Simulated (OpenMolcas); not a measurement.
# N3+: effect of the active space

```yaml
Program: OpenMolcas 26.06
Method: SS-CASPT2 or its RAS form, IPEA 0.25 Eh, imaginary shift 0.1 Eh
Basis: ANO-RCC-VQZP
Scalar_Hamiltonian: DKH2, point nucleus
Spin-orbit_coupling: RASSI with atomic mean-field integrals over the reference wave functions, term energies averaged over their components
```

A. 2 electrons in 4 orbitals (2s 2p); 2S+1 = 3 even, 3 roots; 2S+1 = 1 even, 7 roots; 2S+1 = 3 odd, 3 roots; 2S+1 = 1 odd, 3 roots; closed shells correlated: 1s; CASPT2 step about 1.6 core-seconds
B. 2 electrons in 8 orbitals (2s 2p 3s 3p); 2S+1 = 3 even, 3 roots; 2S+1 = 1 even, 7 roots; 2S+1 = 3 odd, 3 roots; 2S+1 = 1 odd, 3 roots; closed shells correlated: 1s; CASPT2 step about 3 core-seconds
C. 2 electrons in 9 orbitals (RAS2 2s 2p; RAS3 3d, at most 2 electrons); 2S+1 = 3 even, 3 roots; 2S+1 = 1 even, 7 roots; 2S+1 = 3 odd, 3 roots; 2S+1 = 1 odd, 3 roots; closed shells correlated: 1s; CASPT2 step roughly 5 core-seconds

Energies in cm⁻¹ above 2s² ¹S₀, the measured ground level; measured values from Moore, Selected Tables of Atomic Spectra, NSRDS-NBS 3, section 4.

```csv
Level,A,B,C,Measured
2s² ¹S₀,0.0,0.0,0.0,0.0
2s 2p ³P°₀,67240,67189,67159,67209
2s 2p ³P°₁,67309,67257,67227,67272
2s 2p ³P°₂,67446,67395,67364,67416
2s 2p ¹P°₁,132097,131969,131284,130694
2p² ³P₀,175695,175612,175629,175535
2p² ³P₁,175764,175681,175697,175608
2p² ³P₂,175899,175817,175833,175733
2p² ¹D₂,189945,189783,189300,188882
2p² ¹S₀,236169,235979,236365,235369
```

Deviations, from unrounded energies. A percentage is the sum of absolute deviations over the sum of measured energies, with the sign that they share, or ± where signs differ.

```tsv
Against measurement	Levels	A	B	C
mean absolute deviation (cm-1)	9	430	340	270
other configurations (%)	9	+0.3	±0.2	±0.2
```

C lies closest to measurement on these levels and A furthest from it. The largest miss of C in the table is 2p² ¹S₀, by +1000 cm-1. The ranking rests on the paired levels alone, and a cruder setting can come out closer through cancelling errors.

Among A to C the level of the table that moves most is 2s 2p ¹P°₁, by 810 cm-1 (lowest in C, highest in A).

Active for correlation alone: 3p 3s; no level in the range computed is led by a configuration that fills them, so any true level of that kind is missing (holds for B). Active for correlation alone: 3d; no level in the range computed is led by a configuration that fills it, so any true level of that kind is missing (holds for C). Computed and measured levels are paired by configuration, term and J; levels that our copy of the source lacks, or whose pairing is in doubt (as where it misses far off the trend of its configuration), stay unpaired and out of the deviations. Only configurations of the active space appear.

° marks odd parity.
